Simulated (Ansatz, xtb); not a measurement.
**C5H4BrFO: 10 structures ranked**

10 gas-phase structures of C5H4BrFO, from a drawn sample of its isomers (lower ones may exist). Each was relaxed with GFN2-xTB:

A. `O=C1CCC(F)=C1Br`, a singlet
B. `Cc1c(Br)coc1F`, a singlet
C. `FC1(Br)C=COC=C1`, a singlet
D. `FCc1ccc(Br)o1`, a singlet
E. `FC1=C[C@H](Br)C=CO1`, a singlet
F. `FC1=C(Br)OC=CC1`, a singlet
G. `C=C/C(F)=C\C(=O)Br`, a singlet
H. `F/C=C1/OC=C[C@@H]1Br`, a singlet
I. `FC1=CCC(Br)=CO1`, a singlet
J. `FCc1coc(Br)c1`, a singlet

Question: Which do you expect lowest at r2SCAN-D4/def2-SVP, and how would the others follow?

Answer: Calculated order at r2SCAN-D4/def2-SVP: A (0.000), B (0.389), G (0.415), E (0.546), D (0.628), C (0.637), J (0.698), I (0.846), F (1.152), H (1.214) eV. Less than 1 kcal/mol parts B and G; D and C, so the order within those pairs means little.

Energies above the lowest of each column, in eV; the last columns are at B3LYP-D3(BJ)/def2-SVP geometries and were run for some of them only (a dash: not run or not comparable):

| structure | GFN2-xTB | HF/STO-3G | r2SCAN-D4/def2-SVP | B3LYP-D3(BJ)/def2-SVP | CCSD(T)/def2-SVP + ΔMP2/def2-TZVPP |
| --- | --- | --- | --- | --- | --- |
| A | 0.434 | 0.131 | 0.000 | 0.000 | 0.000 |
| B | 0.000 | 0.000 | 0.389 | 0.374 | 0.448 |
| G | 1.250 | 2.204 | 0.415 | 0.329 | 0.535 |
| E | 0.528 | 1.031 | 0.546 | 0.480 | 0.633 |
| D | 0.156 | 0.377 | 0.628 | 0.586 | – |
| C | 0.610 | 1.219 | 0.637 | 0.567 | – |
| J | 0.187 | 0.459 | 0.698 | – | – |
| I | 0.581 | 0.684 | 0.846 | – | – |
| F | 0.801 | 0.861 | 1.152 | – | – |
| H | 0.889 | 1.313 | 1.214 | – | – |

CCSD(T)/def2-SVP + ΔMP2/def2-TZVPP puts A lowest of those it was run on; GFN2-xTB picks B, HF/STO-3G picks B. Flexible structures stand in one conformer each, not always the lowest. Frequencies (GFN2-xTB) were run for A, B, E, G alone. ΔMP2 is the change of the MP2 energy from the smaller to the larger basis.

Over these structures GFN2-xTB departs from r2SCAN-D4/def2-SVP by 0.332 eV on average once a common shift is removed. A GFN2-xTB relaxation took about 0.071 s and the r2SCAN-D4/def2-SVP energy about 2.6 s on a shared host (Ansatz 0.2.0, xtb 6.7.1).
